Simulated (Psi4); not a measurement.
hydrogen chloride (HCl), singlet, geometry from GFN2-xTB; OMP2/STO-3G run with Psi4.

Input for Psi4:
```
memory 2 GB

molecule {
0 1
  Cl   -0.00000000   -0.00000000   -0.07094563
  H     0.00000000    0.00000000    1.20607566
}

set basis sto-3g

energy('omp2')
print_variables()
```

It wrote (shortened):

```
    For method 'OMP2', SCF Algorithm Type (re)set to DISK_DF.

   => Loading Basis Set <=

    Name: STO-3G
    Role: ORBITAL
    Keyword: BASIS

         ---------------------------------------------------------
                                   SCF
               by Justin Turney, Rob Parrish, Andy Simmonett
                          and Daniel G. A. Smith
                              RHF Reference
         ---------------------------------------------------------

  ==> Geometry <==

    Molecular point group: c2v
    Full point group: C_inf_v

    Geometry (in Angstrom), charge = 0, multiplicity = 1:

       Center              X                  Y                   Z               Mass
    ------------   -----------------  -----------------  -----------------  -----------------
         CL           0.000000000000     0.000000000000    -0.035773565113    34.968852682000
         H            0.000000000000     0.000000000000     1.241247724887     1.007825032230

  Running in c2v symmetry.

  Rotational constants: A = ************  B =     10.55249  C =     10.55249 [cm^-1]
  Rotational constants: A = ************  B = 316355.54790  C = 316355.54790 [MHz]
  Nuclear repulsion =    7.044528272030610

  Charge       = 0
  Multiplicity = 1
  Electrons    = 18
  Nalpha       = 9
  Nbeta        = 9

  ==> Algorithm <==

  SCF Algorithm Type is DISK_DF.
  DIIS enabled.
  MOM disabled.
  Fractional occupation disabled.
  Guess Type is SAD.
  Energy threshold   = 1.00e-08
  Density threshold  = 1.00e-08
  Integral threshold = 1.00e-12

  ==> Primary Basis <==

  Basis Set: STO-3G
    Blend: STO-3G
    Number of shells: 6
    Number of basis functions: 10
    Number of Cartesian functions: 10
    Spherical Harmonics?: true
    Max angular momentum: 1

   => Loading Basis Set <=

    Name: (STO-3G AUX)
    Role: JKFIT
    Keyword: DF_BASIS_SCF

  ==> Integral Setup <==

  ==> DiskDFJK: Density-Fitted J/K Matrices <==

    J tasked:                  Yes
    K tasked:                  Yes
    wK tasked:                  No
    Integrals threads:           1
    Algorithm:                Core
    Integral Cache:           SAVE
    Schwarz Cutoff:          1E-12
    Fitting Condition:       1E-10

   => Auxiliary Basis Set <=

  Basis Set: (STO-3G AUX)
    Blend: DEF2-UNIVERSAL-JKFIT
    Number of shells: 44
    Number of basis functions: 146
    Number of Cartesian functions: 175
    Spherical Harmonics?: true
    Max angular momentum: 4

  Minimum eigenvalue in the overlap matrix is 3.5854086359E-01.
  Reciprocal condition number of the overlap matrix is 2.1196320766E-01.
    Using symmetric orthogonalization.

  ==> Pre-Iterations <==

  SCF Guess: Superposition of Atomic Densities via on-the-fly atomic UHF (no occupation information).

   -------------------------
    Irrep   Nso     Nmo
   -------------------------
     A1         6       6
     A2         0       0
     B1         2       2
     B2         2       2
   -------------------------
    Total      10      10
   -------------------------

  ==> Iterations <==

                           Total Energy        Delta E     RMS |[F,P]|

   @DF-RHF iter SAD:  -454.83378764227581   -4.54834e+02   0.00000e+00
   @DF-RHF iter   1:  -455.11076344016158   -2.76976e-01   2.18097e-02 ADIIS/DIIS
   @DF-RHF iter   2:  -455.13494986267938   -2.41864e-02   2.29829e-03 ADIIS/DIIS
   @DF-RHF iter   3:  -455.13521090974211   -2.61047e-04   1.02782e-04 ADIIS/DIIS
   @DF-RHF iter   4:  -455.13521123568029   -3.25938e-07   1.30225e-05 DIIS
   @DF-RHF iter   5:  -455.13521124255038   -6.87010e-09   5.59300e-07 DIIS
   @DF-RHF iter   6:  -455.13521124256539   -1.50067e-11   1.10645e-08 DIIS
   @DF-RHF iter   7:  -455.13521124256539    0.00000e+00   2.61164e-10 DIIS
  Energy and wave function converged.

  ==> Post-Iterations <==

    Orbital Energies [Eh]
    ---------------------

    Doubly Occupied:

[...]
    Virtual:

       6A1     0.402578

    Final Occupation by Irrep:
             A1    A2    B1    B2
    DOCC [     5,    0,    2,    2 ]
    NA   [     5,    0,    2,    2 ]
    NB   [     5,    0,    2,    2 ]

  @DF-RHF Final Energy:  -455.13521124256539

   => Energetics <=

    Nuclear Repulsion Energy =              7.0445282720306102
    One-Electron Energy =                -644.1353048346959440
    Two-Electron Energy =                 181.9555653200999643
    Total Energy =                       -455.1352112425654468

Computation Completed

Properties will be evaluated at   0.000000,   0.000000,   0.000000 [a0]

Properties computed using the SCF density matrix

 Multipole Moments:

 ------------------------------------------------------------------------------------
     Multipole            Electronic (a.u.)      Nuclear  (a.u.)        Total (a.u.)
 ------------------------------------------------------------------------------------

 L = 1.  Multiply by 2.5417464519 to convert [e a0] to [Debye]
 Dipole X            :          0.0000000            0.0000000            0.0000000
 Dipole Y            :          0.0000000            0.0000000            0.0000000
 Dipole Z            :         -0.5134541            1.1963802            0.6829261
 Magnitude           :                                                    0.6829261

 ------------------------------------------------------------------------------------

  A requested method does not make use of molecular symmetry: further calculations in C1 point group.

  Constructing Basis Sets for DFOCC...

   => Loading Basis Set <=

    Name: (STO-3G AUX)
    Role: JKFIT
    Keyword: DF_BASIS_SCF

   => Loading Basis Set <=

    Name: (STO-3G AUX)
    Role: RIFIT
    Keyword: DF_BASIS_CC

  Module DFOCC Options:
  ----------------------------------------------------------------------------
  ACTIVE                        => (empty)
  BASIS_RELATIVISTIC            => (empty)
  BENCH                         => (empty)
  CC_DIIS_MAX_VECS              => (empty)
[...]
  DIE_IF_NOT_CONVERGED          => (empty)
[...]
  ORB_RESP_SOLVER               => (empty)
  ORTH_TYPE                     => (empty)
  PARENT_SYMMETRY               => (empty)
  PCG_BETA_TYPE                 => (empty)
  PCG_CONVERGENCE               => (empty)
  PCG_MAXITER                   => (empty)
  PCM                           => (empty)
  PE                            => (empty)
  PPL_TYPE                      => (empty)
  PRINT                         => (empty)
  PRINT_NOONS                   => (empty)
  PROPERTIES                    => (empty)
  PROPERTIES_ORIGIN             => (empty)
  PUREAM                        => (empty)
  QCHF                          => (empty)
  QC_MODULE                     => (empty)
  RAS1                          => (empty)
  RAS2                          => (empty)
  RAS3                          => (empty)
  RAS4                          => (empty)
  READ_SCF_3INDEX               => (empty)
  REGULARIZATION                => (empty)
  REG_PARAM                     => (empty)
  RELATIVISTIC                  => (empty)
  REMP_A                        => (empty)
  RESTRICTED_DOCC               => (empty)
  RESTRICTED_UOCC               => (empty)
  RMS_MOGRAD_CONVERGENCE        => (empty)
  R_CONVERGENCE                 => (empty)
  SCF_TYPE                      => DISK_DF         !
  SCREENING                     => (empty)
  SCS_TYPE                      => (empty)
  SOCC                          => (empty)
  SOS_TYPE                      => (empty)
  TRIPLES_IABC_TYPE             => (empty)
  WFN                           => (empty)
  WFN_TYPE                      => DF-OMP2         !
  WRITER_FILE_LABEL             => (empty)
  ZORA_BASIS_TOLERANCE          => (empty)
  ZORA_NR_DEBUG                 => (empty)
  ZORA_PRUNING_SCHEME           => (empty)
  ZORA_RADIAL_POINTS            => (empty)
  ZORA_SPHERICAL_POINTS         => (empty)

	Warning: cc_lambda option is changed to TRUE
	For this residual convergence, default PCG convergence is:     1.00e-07
	For this energy convergence, default RMS orbital gradient is:     3.16e-07
	For this energy convergence, default MAX orbital gradient is:     2.00e-06

 ==============================================================================
 ==============================================================================
 ==============================================================================

                      DF-OMP2 (DF-OO-MP2)
              Program Written by Ugur Bozkaya
              Latest Revision September 9, 2017

 ==============================================================================
 ==============================================================================
 ==============================================================================

	MO Hessian type is changed to 'HF'
	MO spaces...

	 FC   OCC   VIR   FV
	----------------------
	  0    9     1    0
	Reading DF integrals from disk ...
	Number of basis functions in the DF-HF basis: 146
	Number of basis functions in the DF-CC basis:  76

	Minimum required memory for amplitudes:      0.00 MB

	Computing DF-MP2 energy using SCF MOs (Canonical DF-MP2)...
	=======================================================================
	Nuclear Repulsion Energy (a.u.)    :     7.04452827203061
	DF-HF Energy (a.u.)                :  -455.13521124256539
	REF Energy (a.u.)                  :  -455.13521124256539
	DF-MP2 Correlation Energy (a.u.)   :    -0.01292137002321
	DF-MP2 Total Energy (a.u.)         :  -455.14813261258860
	=======================================================================

	Number of independent-pairs:   9

 ==============================================================================
 ================ Performing DF-OMP2 iterations... ============================
 ==============================================================================
	            Minimizing DF-MP2-L Functional
	            ------------------------------
 Iter       E_total           DE           RMS MO Grad      MAX MO Grad      RMS T2
 ----    ---------------    ----------     -----------      -----------     ----------
	successfully fired up coupled DIIS...
   1     -455.1482287228     -9.61e-05       1.68e-04         4.99e-04        1.17e-04
   2     -455.1482288385     -1.16e-07       6.58e-06         1.68e-05        3.91e-06
   3     -455.1482288387     -1.94e-10       8.13e-08         2.44e-07        5.85e-08

 ==============================================================================
 ======================== DF-OMP2 ITERATIONS ARE CONVERGED ====================
 ==============================================================================

	Computing MP2 energy using optimized MOs...
	=======================================================================
	Nuclear Repulsion Energy (a.u.)    :     7.04452827203061
	DF-HF Energy (a.u.)                :  -455.13521124256539
	REF Energy (a.u.)                  :  -455.13511402790783
	DF-MP2 Correlation Energy (a.u.)   :    -0.01301759617633
	DF-MP2 Total Energy (a.u.)         :  -455.14822883874172
	=======================================================================

	=======================================================================
	================ DF-OMP2 FINAL RESULTS ================================
	=======================================================================
	Nuclear Repulsion Energy (a.u.)    :     7.04452827203061
	DF-HF Energy (a.u.)                :  -455.13521124256539
	REF Energy (a.u.)                  :  -455.13511402790783
	DF-OMP2 Correlation Energy (a.u.)  :    -0.01301759615052
	Edfomp2 - Eref (a.u.)              :    -0.01311481080808
	DF-OMP2 Total Energy (a.u.)        :  -455.14822883871591
	=======================================================================

  Variable Map:
  ----------------------------------------------------------------------------
[...]
  Array Variable Map:
  ----------------------------------------------------------------------------
[...]
[...]
```
